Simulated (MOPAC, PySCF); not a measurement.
[Zn(Cl)(F)], neutral singlet in the gas phase. 

Cartesian coordinates (Å):
```xyz
3

Zn     0.0259     0.0061     0.0082
Cl     1.9629     0.4626     0.6200
F     -1.5827    -0.3730    -0.4999
```
Charge 0, spin multiplicity 1.

All levels are single points at this geometry (r2SCAN-D4/def2-SVP); Pople sets use spherical d functions. Orbital energies aren't observables, and empty levels follow the basis.

```
level                                     HOMO (eV)  LUMO (eV)  gap (eV)  dipole (D)  vertical IE, Delta-SCF (eV)
----------------------------------------  ---------  ---------  --------  ----------  ---------------------------
PBE-D3(BJ)/def2-TZVP in PySCF                 -7.97      -2.75      5.22        0.58                            –
TPSSh-D3(BJ)/def2-TZVP in PySCF               -8.62      -2.18      6.44        0.54                            –
B3LYP/3-21G in PySCF                          -8.74      -1.94      6.80        0.82                            –
B3LYP/6-311+G** (LANL2DZ on Zn) in PySCF      -9.20      -2.42      6.77        0.61                            –
B3LYP/6-31G* (LANL2DZ on Zn) in PySCF         -8.90      -2.18      6.72        0.32                        11.77
PBE/6-31G* (LANL2DZ on Zn) in PySCF           -7.71      -2.70      5.02        0.44                        11.35
HF/STO-3G in PySCF                            -6.17       5.33     11.50        2.18                            –
AM1 in MOPAC                                 -12.48      -0.72     11.76        0.14                            –
PM6 in MOPAC                                 -11.96      -1.90     10.07        1.78                            –
```
